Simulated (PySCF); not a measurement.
**Distorted geometries of Ir2N2**

Ir2N2 (triplet). PySCF 2.14.0, UKS PBE0, Ir def2-SVP with ECP60, N def2-SVP; non-relativistic Hamiltonian with scalar-relativistic core potentials where named; density fitting; no spin-orbit coupling. Relaxed geometry:

```xyz
4

Ir   -0.1047    0.0000    1.4072
Ir   -0.1047    0.0000   -1.4072
N     1.0245    0.0000    0.0000
N    -1.2788    0.0000    0.0000
```

Task: Order these distorted geometries by energy above the relaxed one, lowest first.
A.
```xyz
4

Ir   -0.1472   -0.0224    1.3006
Ir   -0.1104   -0.0735   -1.2947
N     0.9470    0.0496    0.0375
N    -1.1531    0.0463   -0.0435
```
B.
```xyz
4

Ir   -0.0709   -0.0149    1.4343
Ir   -0.1427    0.0200   -1.4286
N     1.0255    0.0585   -0.0021
N    -1.2756   -0.0635   -0.0036
```
C.
```xyz
4

Ir   -0.0811   -0.1169    1.4000
Ir   -0.3085    0.0896   -1.4170
N     1.1520   -0.0761    0.1120
N    -1.2261    0.1033   -0.0950
```

Result: B (0.05 eV), C (0.88 eV), A (2.04 eV).

Task: Which forces (eV/Å) act in the one that lies 0.88 eV up?

Result: 
```
Ir  -0.64  0.13  0.23
Ir   4.93 -0.05 -4.86
N   -1.30  0.08 -1.48
N   -2.99 -0.16  6.11
```
Forces carry noise of the integration grid, about 0.01 to 0.03 eV/Å.

No frequency check is given that shows the relaxed geometry to be a minimum. Open shells may have lower solutions than the one found.
